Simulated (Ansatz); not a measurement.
Ansatz (a program for electronic structure) input (PBE/def2-SVP):

Ansatz 0.2 input:
```yaml
crystal:
  periodic: [false, false, false]
  atoms:
    - {symbol: Cd, position_ang: [-0.00000000, -0.00000000, -1.07497700]}
    - {symbol: Br, position_ang: [0.00000000, 0.00000000, 1.47425400]}
basis:
  gaussian:
    orbitals: def2-SVP
hamiltonian:
  xc: {name: PBE}
magnetization: {spin_polarized: true, initial_magnetization: 1}
output: {forces: true}
```

Output:

```
Functional definition: PBE
integrals: 0.02 GiB planned
653 factors; their error is unknown
mean field: 0.16 GiB planned
mean field evaluation 1: about -74590.7920 eV, gradient 1.4e1 eV
mean field evaluation 2: about -74574.3757 eV, gradient 4.7e1 eV
mean field evaluation 4: about -74592.2267 eV, gradient 2.6e0 eV
mean field evaluation 8: about -74592.2594 eV, gradient 1.6e-2 eV
mean field evaluation 16: about -74592.2045 eV, gradient 2.0e-5 eV
mean field -74592.20446555 eV, -2741.2129536968 hartree, gradient 2.0e-5 eV, S^2 0.751646; 3 other end points of the search recorded, 0 dependent functions left out
the calculation of the forces begins
reference -74592.20449629 eV, -2741.2129548264 hartree; 28, 27 occupied and 35, 36 virtual orbitals, 653 factors
Total energy: -74592.20449629 eV, -2741.2129548264 hartree
Atom 0 at    -0.000000    -0.000000    -1.074977 Å, force     0.000000    -0.000000     0.097333 eV/Å
Atom 1 at     0.000000     0.000000     1.474254 Å, force     0.000000    -0.000000    -0.097333 eV/Å
Dipole moment:     0.000000    -0.000000    -0.605627 e Å
```

The geometry given is a B3LYP-D3(BJ)/def2-TZVP minimum.
